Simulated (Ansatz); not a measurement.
A nudged elastic band was laid between two geometries of ClH3Sn + H3Si (9 atoms, charge 0, multiplicity 2).

Computed with Ansatz 0.2.0, UKS PBE-D4/def2-SVP.

| Quantity | Value |
| --- | --- |
| movable images | 7 |
| climbing image | yes |
| spring | 5.0 eV/Å² |
| optimiser | quadratic models (default) |
| start path | through a guess of the saddle point |
| force threshold | 0.03 eV/Å |
| iteration limit | 60 |
| end points | relaxed |

Initial state:

```xyz
9
Properties=species:S:1:pos:R:3
Sn 0.000 0.000 -0.211
Cl 0.000 0.000 2.195
H 1.654 0.000 -0.702
H -0.826 1.432 -0.703
H -0.826 -1.432 -0.703
Si 0.000 0.000 5.369
H -0.774 -1.205 5.833
H 1.430 -0.068 5.833
H -0.657 1.272 5.833
```

Final state:

```xyz
9
Properties=species:S:1:pos:R:3
Sn 0.001 0.000 -0.427
Cl 0.000 0.000 3.288
H 1.637 0.000 -1.027
H -0.818 1.418 -1.026
H -0.818 -1.418 -1.026
Si 0.000 0.000 5.376
H -0.767 -1.194 5.862
H 1.418 -0.067 5.862
H -0.651 1.261 5.862
```

What changes between the two ends?

Bonds broken: Sn1–Cl2. Bonds formed: Cl2–Si6. ClH3Sn + H3Si becomes ClH3Si + H3Sn.

What energy profile does the band end with?

The run converged. The highest image is number 2 of 0 to 8, 0.007 eV above the first end and 0.591 eV above the last; the last end lies 0.584 eV below the first. The top lies less than 8 meV above the higher end, about what the thresholds resolve: that end is a shoulder or a very shallow well. A vibrational analysis at the climbing image gives one clearly imaginary mode, 106i cm⁻¹: a first-order saddle point.

```tsv
image	path coordinate (Å)	energy (eV)	Sn1–Cl2 (Å)	Cl2–Si6 (Å)
0	0.00	0.000	2.41	3.17
1	0.25	0.003	2.42	2.99
2	0.50	0.007	2.47	2.78
3	0.77	-0.085	2.70	2.45
4	1.04	-0.425	2.98	2.17
5	1.31	-0.529	3.20	2.10
6	1.57	-0.564	3.37	2.09
7	1.84	-0.580	3.54	2.09
8	2.11	-0.584	3.72	2.09
```

What is the geometry of the highest image?


```xyz
9
Properties=species:S:1:pos:R:3:forces:R:3
Sn 0.000 0.000 -0.066 0.00 0.00 -0.01
Cl 0.000 0.000 2.407 0.00 0.00 0.01
H 1.652 0.000 -0.574 0.00 0.00 0.00
H -0.825 1.430 -0.575 0.00 0.00 0.00
H -0.825 -1.430 -0.575 0.00 0.00 0.00
Si 0.000 0.000 5.184 0.00 0.00 0.01
H -0.773 -1.204 5.648 0.00 0.00 0.00
H 1.430 -0.067 5.647 0.00 0.00 0.00
H -0.656 1.272 5.648 0.00 0.00 0.00
```

The band took 6 iterations and about 2.5 core-minutes.

Time of the run: 41 s on 4 threads of Intel(R) Xeon(R) Platinum 8488C (Sapphire Rapids), on a shared host, peak memory 0.18 GiB.
